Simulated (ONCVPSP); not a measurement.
Which change was made? (Cd, ONCV)

```
Element                 : cadmium
Generator               : ONCVPSP 4.0.1
Type                    : optimised norm-conserving Vanderbilt (ONCV)
Functional              : PBE
Relativity              : scalar-relativistic
Frozen core             : [Ar] 3d10 4s2
Valence charge          : 18
Reference configuration : 4p6 4d10 5s2
Partial waves           : 5s: rc 2.45 bohr, ncon 5, nbas 8, qcut 2.2 1/bohr, 2 projectors, debl 1.9 Ha; 4p: rc 1.50 bohr, ncon 4, nbas 8, qcut 10.4 1/bohr, 2 projectors, debl 2 Ha; 4d: rc 1.35 bohr, ncon 4, nbas 9, qcut 10.8 1/bohr, 2 projectors, debl 3.4 Ha
Local potential         : polynomial inside 1.05 bohr (lpopt 5, dvloc0 0 Ha)
Core correction         : none
```

In the p channel the program set the typed energies aside and used -2.461, 0.250 Ha.

Cutoffs, loose and tight: the cutoffs (Ha) at which the residual kinetic energy of the hardest occupied pseudo-wave falls to 1 and 0.1 mHa per electron. They do not see the model core or the augmentation charge, which bear on the density cutoff. Test errors are all-electron minus pseudo excitation energies from the reference, over the configurations 4p6 4d10 5s1; 4p6 4d10 5s0; 4p6 4d9 5s0; 4p6 4d10 5s1.5; variants that change the core or the reference have their own tests.

The base gives: outcome: generated, projector energies reset by the program; cutoff, loose: 38 Ha; cutoff, tight: 45 Ha; bound ghosts: s; GHOST(+) flags above zero: s; largest test error (meV): +33.

(1) After one change the result is: outcome: generated, projector energies reset by the program; cutoff, loose: 38 Ha; cutoff, tight: 45 Ha; bound ghosts: s; GHOST(+) flags above zero: s; largest test error (meV): +41. Which change was it?
A. all radii scaled by about 1.34 (s 3.28, p 2.00, d 1.80 bohr); local potential polynomial inside 1.40 bohr (lpopt 5, dvloc0 0 Ha)
B. all radii scaled by about 0.96 (s 2.34, p 1.44, d 1.30 bohr); local potential polynomial inside 1.00 bohr (lpopt 5, dvloc0 0 Ha)
C. all radii scaled by about 1.12 (s 2.76, p 1.68, d 1.52 bohr); local potential polynomial inside 1.18 bohr (lpopt 5, dvloc0 0 Ha)
D. all radii scaled by about 1.22 (s 2.98, p 1.82, d 1.64 bohr); local potential polynomial inside 1.28 bohr (lpopt 5, dvloc0 0 Ha)

## Answers

(1) B. The others give: all radii scaled by about 1.12 (s 2.76, p 1.68, d 1.52 bohr); local potential polynomial inside 1.18 bohr (lpopt 5, dvloc0 0 Ha) → outcome: generated, projector energies reset by the program; cutoff, loose: 36 Ha; cutoff, tight: 43 Ha; bound ghosts: s; GHOST(+) flags above zero: none; largest test error (meV): -29 | all radii scaled by about 1.34 (s 3.28, p 2.00, d 1.80 bohr); local potential polynomial inside 1.40 bohr (lpopt 5, dvloc0 0 Ha) → outcome: generated, projector energies reset by the program; cutoff, loose: 33 Ha; cutoff, tight: 39 Ha; bound ghosts: s; GHOST(+) flags above zero: none; largest test error (meV): -266 | all radii scaled by about 1.22 (s 2.98, p 1.82, d 1.64 bohr); local potential polynomial inside 1.28 bohr (lpopt 5, dvloc0 0 Ha) → outcome: generated, projector energies reset by the program; cutoff, loose: 35 Ha; cutoff, tight: 41 Ha; bound ghosts: s; GHOST(+) flags above zero: none; largest test error (meV): -113.
